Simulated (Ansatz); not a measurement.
`F[SiH2]NP` + H₂ → `[SiH3]NP` + H–F at 600 K and 1 bar (hydrogenolysis of the Si–F bond).

Gas-phase electronic energies from Ansatz, PBE0-D4/def2-TZVP geometries. CCSD(T)/CBS adds triple-zeta CCSD(T) − MP2 to the extrapolated MP2 energy (def2 sets, frozen cores). This one scheme is used for every species. One conformer a species, not always the lowest.

```
    species  CCSD(T)/CBS energy (Eh)  H − E (kJ/mol)  S (J/(mol·K))
`F[SiH2]NP`               -787.60797           199.4          413.4
         H₂                 -1.17544            43.9          150.8
 `[SiH3]NP`               -688.33766           207.0          392.4
        H–F               -100.39570            42.3          194.0
```

H − E and S are ideal-gas, rigid-rotor, harmonic terms from PBE0-D4/def2-TZVP, for one conformer and one mirror image of each species. The MP2-based limit puts H₂ 0.8 mEh under its directly extrapolated value; such offsets cancel only in part. 1 Eh = 2625.50 kJ/mol, R = 8.31446 J/(mol·K).

Problem. By hand: ΔE, ΔH, ΔS and ΔG.

Solution. ΔE = (-688.33766) + (-100.39570) − (-787.60797) − (-1.17544) = 0.05005 Eh = 131.4 kJ/mol. Δ(H − E) = 207.0 + 42.3 − 199.4 − 43.9 = 6.0, so ΔH = 137.4 kJ/mol. ΔS = 392.4 + 194.0 − 413.4 − 150.8 = 22.2 J/(mol·K). ΔG = 137.4 − 600 × (22.2)/1000 = 124.1 kJ/mol.

Problem. By hand: the equilibrium constant, and the temperature at which ΔG would vanish if ΔH and ΔS stayed fixed.

Solution. log₁₀ K = −ΔG/(RT ln 10) = -10.8. ΔG = 0 at ΔH/ΔS = 6189 K, far beyond where these terms or the molecules hold.

ΔH outweighs TΔS. A doubt of 5 kJ/mol in ΔE shifts log₁₀ K by 0.4 here. Other conformers and mirror images would add mixing entropy, several J/(mol·K) or more a flexible species. These are equilibria of isolated gas molecules and say nothing of rates. Largest T1 diagnostic: 0.012 (customary marks: 0.02 for closed shells, 0.045 for open ones).
